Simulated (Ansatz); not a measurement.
The cluster Ru3H⁻. Charge -1, multiplicity 3. Geometry PBE0-D4/def2-TZVP, that of the neutral doublet; atoms count from 1.

Cartesian coordinates in Å:
```
Ru 0.3122 -0.2166 -0.9130
Ru 0.6590 1.4965 0.8330
Ru 0.2743 -1.0504 1.1425
H -1.2455 -0.2296 -1.0626
```

In the def2 sets Ru takes a core potential; there is no spin–orbit coupling. The charge -1 triplet is spin-contaminated (final ⟨S²⟩ up to 4.13, 2.00 for a pure state). The highest occupied level of the charge -1 triplet lies above zero (up to 0.50 eV). It is a level of β spin, whose loss leaves a quartet; that state wasn't run at this geometry and level. The electron is either unbound and held by the finite basis, or the level is raised by self-interaction error. The structure comes from a short search, and lower isomers may exist.

(1) Estimate the Mulliken populations from the PBE0/def2-TZVPD orbitals of Ansatz.

(2) Where does the spin sit?

(3) And the Mayer bond orders between bonded heavy atoms (over 0.3)?

Results:

(1) 
```
atom  charge (e)  spin (α − β)  d electrons
 Ru1       -0.40         -1.37         7.09
 Ru2       -0.25          2.07         7.03
 Ru3       -0.39          1.29         7.07
  H4        0.04          0.01            –
```
Mulliken values and Mayer orders depend strongly on the basis. With diffuse functions, as here, like atoms can get unlike values, and bond orders can come out too low or too high.

(2) Summed by element: Ru 1.99, H 0.01, of 2 unpaired in all. Largest on single atoms: Ru2 2.07, Ru1 -1.37, Ru3 1.29.

(3) Ru1–Ru2 1.47 (2.47 Å); Ru1–Ru3 1.88 (2.22 Å); Ru2–Ru3 1.42 (2.59 Å).
